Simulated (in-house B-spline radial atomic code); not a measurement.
Configurations of Sr³⁺, with energies counted from [Ar] 3d10 4s2 4p5. Computed with a radial B-spline atomic code at the basis-set limit: scalar-relativistic (X2C) BLYP, spin-polarised, spherical fractional occupations, Fermi nucleus of rms radius 4.224 fm. Shells without spins written out take the highest spin.

Occupations are held fixed; configurations that lie above the ionisation limit could autoionise.

```tsv
configuration	E - E(ref) (eV)	highest orbital	its <r> (bohr)
[Ar] 3d10 4s2 4p4 5s1	27.924	5s up	3.008
[Ar] 3d10 4s2 4p4 5p1	33.045	5p up	3.431
[Ar] 3d10 4s2 4p4 5f1	46.094	5f up	6.655
[Ar] 3d(5 up, 4 down) 4s2 4p(3 up, 2 down) 5s(0 up, 1 down)	145.42	5s down	2.976
[Ar] 3d9 4s2 4p5 5f1	163.91	5f up	6.584
[Ne] 3s2 3p5 3d10 4s2 4p5 5f1	291.65	5f up	6.582
```

Problem. Order these further configurations by energy, lowest first.
A. [Ne] 3s2 3p5 3d10 4s2 4p5 4d1
B. [Ne] 3s2 3p5 3d10 4s2 4p5 5p1
C. [Ne] 3s2 3p(3 up, 2 down) 3d10 4s2 4p(3 up, 2 down) 5p(0 up, 1 down)
D. [Ne] 3s2 3p5 3d10 4s2 4p5 4f1
E. [Ar] 3d9 4s2 4p5 5s1

Solution. E (145.21 eV), A (268.45 eV), B (278.16 eV), C (278.32 eV), D (286.62 eV).

Problem. How far above the reference does [Ar] 3d(5 up, 4 down) 4s2 4p6 lie?

Solution. 114.45 eV; its least bound orbital is 4p down with <r> = 1.446 bohr.

Problem. How far above the reference does [Ar] 3d10 4s2 4p(3 up, 1 down) 5d(1 up, 0 down) lie?

Solution. 40.167 eV; its least bound orbital is 5d up with <r> = 4.513 bohr.
